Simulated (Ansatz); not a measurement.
Consider the formal hydrolysis of a Ga–Br bond: `[NH2][GaH][Br]` + H₂O → `[NH2][GaH][OH]` + HBr.

Program: Ansatz. Geometries: PBE0-D4/def2-TZVP. ΔE: electronic, gas phase. CCSD(T)/CBS adds triple-zeta CCSD(T) − MP2 to the extrapolated MP2 energy (def2 sets, frozen cores). This one scheme is used for every species. DFT in def2-TZVPP. For Br, Ga outer-core shells are correlated without core-valence functions, which leaves a few kJ/mol of doubt a bond. Scalar relativity is left out up to krypton. One conformer a species, not always the lowest.

| species | PBE-QIDH energy (Eh) |
| --- | --- |
| `[NH2][GaH][Br]` | -4554.40281 |
| H₂O | -76.37259 |
| `[NH2][GaH][OH]` | -2056.59279 |
| HBr | -2574.15055 |

Question: Work out ΔE.

Answer: ΔE = (-2056.59279) + (-2574.15055) − (-4554.40281) − (-76.37259) = 0.03206 Eh = +84.2 kJ/mol. CCSD(T)/CBS gives +79.9 kJ/mol.

Largest T1 diagnostic among the species: 0.014.

From r2SCAN to r2SCAN0 (25 % exact exchange), in def2-TZVPP and without D4, ΔE moves by +5.7 kJ/mol. Leaving LDA and LC-ωPBE aside and taking each functional with its dispersion term where it has one, the values, not all of them listed here, spread over 13.4 kJ/mol, from BLYP-D4 to HSE06-D4. LDA lies −3.3 kJ/mol from PBE without D4.
